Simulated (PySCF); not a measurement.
## Adding and removing an electron: PbN

ROHF; basis Pb cc-pVDZ-PP with ECP60, N cc-pVDZ; scalar-relativistic core potentials; PySCF 2.14. Neutral (ROHF): doublet (π ↑), Re = 2.005 Å, ωe = 742 cm⁻¹, De = -1.75 eV, HOMO -8.00 eV, LUMO 0.31 eV.

PbN⁺ (ROHF): triplet (π ↑↑), Re = 2.219 Å, ωe = 522 cm⁻¹. The energies at the minima are -246.15275 hartree for PbN and -245.95181 for PbN⁺.

Work out the adiabatic ionisation energy, without and with harmonic zero-point energies (1 hartree = 27.2114 eV, 1 eV = 8065.5 cm⁻¹), and the change of the bond length.

At ROHF: 0.20094 hartree = 5.468 eV between the minima; the zero-point term (522.0 − 742.0)/2 cm⁻¹ = -0.014 eV makes it 5.454 eV. Re changes by +21.4 pm against the neutral. The electron leaves a π orbital; in so polar a molecule the change of length follows mostly from the change of the ionic charges.

Spin–orbit coupling is left out, which matters for elements this heavy, above all for dissociation energies. UHF is strongly spin-contaminated for PbN, so the ROHF reference used there is far from stable. Hartree–Fock leaves out correlation, which carries a large part of most bond energies and some tenths to 1 eV of ionisation energies. A negative De means that the minimum lies above the separated atoms at that level. States were picked by a PBE0 search and need not be the measured ground states.
